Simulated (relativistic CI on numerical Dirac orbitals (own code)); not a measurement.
**Hyperfine structure of Cd XXXIII, mass number 111**

Method of calculation: Dirac-Coulomb-Breit CI, KLI orbitals optimised for each configuration, a model potential for QED, unscaled Slater integrals (own radial code, finite nucleus).

CI space (outside the closed core [Ne]): 3s2 3p4, 3s 3p5, 3s2 3p3 3d, 3p6, 3s 3p4 3d, 3p5 3d, 3s 3p3 3d2, 3s2 3p2 3d 4p, 3p5 4s, 3s 3p3 3d 4s, 3p5 4p, 3s2 3p3 4s, 3s2 3p2 3d2, 3s2 3p 3d3, 3s 3p2 3d3, 3s2 3p 3d2 4s, 3p4 3d2, 3p3 3d3, 3p3 3d2 4s, 3s2 3p2 3d 4s, 3s 3p2 3d2 4s, 3s2 3p 3d 4s2. Double excitations out of closed p, d and f shells are left out; levels of such configurations are missing from the list, as are those of other unlisted configurations, and high levels can miss mixing partners.

Nuclear spin I = 1/2, μ = -0.594 μN (tables of Stone and Pyykkö). The electronic factors are computed for point nuclear moments, without core polarisation or the Bohr-Weisskopf and QED corrections.

```json
{"Level": "3s2 3p4 3P_2", "E (cm⁻¹)": "0", "A (GHz)": "-53.31"}
{"Level": "3s2 3p4 3P_1", "E (cm⁻¹)": "342069", "A (GHz)": "13.82"}
{"Level": "3s2 3p4 1D_2", "E (cm⁻¹)": "392882", "A (GHz)": "-125"}
{"Level": "3s 3p5 3P°_2", "E (cm⁻¹)": "1036444", "A (GHz)": "-173.9"}
```

Levels with J = 0, under 50 % of one LS term, or S terms without an open s electron are left out. Small factors come from cancelling terms and can be off by tens of per cent or more.

At this charge energies of transitions that change n are usually good to better than 1 %, and those within a shell (Δn = 0) to a few per cent.

**Question.** Give the hyperfine levels of 3s2 3p4 3P_2 relative to its centre of gravity.

**Answer.** With K = F(F + 1) − I(I + 1) − J(J + 1), E = AK/2: F = 3/2: 79.97, F = 5/2: -53.31 GHz.

LS names give the leading component of a level, which can be under half, so a name can repeat, a term be missing and a line seem to break the LS rules.
